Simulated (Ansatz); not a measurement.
Start from `[NH2][GaH][O][SiH3]` and change one atom or group to get `[SiH3][O][GaH][SH]`.

Ansatz, PBE0-D4/def2-TZVP geometries, multiplicity 1. Each molecule was computed in one conformer, which needn't be the lowest.

Scalar relativity is left out up to krypton.

```json
{"property": "HOMO energy (B3LYP/def2-TZVPP) / eV", "`[NH2][GaH][O][SiH3]`": "-7.30"}
{"property": "HOMO–LUMO gap (PBE/def2-TZVPP) / eV", "`[NH2][GaH][O][SiH3]`": "4.99"}
{"property": "HOMO energy (ωB97M-V/def2-TZVPP) / eV", "`[NH2][GaH][O][SiH3]`": "-9.93"}
{"property": "HOMO energy (PBE0/def2-TZVPP) / eV", "`[NH2][GaH][O][SiH3]`": "-7.54"}
{"property": "size of the dipole moment (ωB97M-V/def2-TZVPP) / D", "`[NH2][GaH][O][SiH3]`": "2.18"}
{"property": "zero-point energy (PBE0-D4/def2-TZVP) / kJ/mol", "`[NH2][GaH][O][SiH3]`": "161.5"}
```

Give the same properties after the change, and the shifts. (Estimate.)

Ansatz gave: 
| property | `[SiH3][O][GaH][SH]` | shift |
| --- | --- | --- |
| HOMO energy (B3LYP/def2-TZVPP) / eV | -7.63 | -0.33 |
| HOMO–LUMO gap (PBE/def2-TZVPP) / eV | 4.78 | -0.21 |
| HOMO energy (ωB97M-V/def2-TZVPP) / eV | -10.08 | -0.15 |
| HOMO energy (PBE0/def2-TZVPP) / eV | -7.88 | -0.34 |
| size of the dipole moment (ωB97M-V/def2-TZVPP) / D | 0.45 | -1.73 |
| zero-point energy (PBE0-D4/def2-TZVP) / kJ/mol | 120.5 | -41.0 |

With PBE0 the HOMO falls by 0.34 eV and the LUMO falls by 0.71 eV, so the gap narrows by about 0.37 eV. PBE moves the HOMO by -0.49 eV and ωB97M-V by -0.15 eV. The zero-point energy changes by -41.0 kJ/mol with -3 modes. Dipoles are sizes alone; their direction can turn.

B3LYP here is the variant with VWN-RPA as its local correlation; programs differ in this.
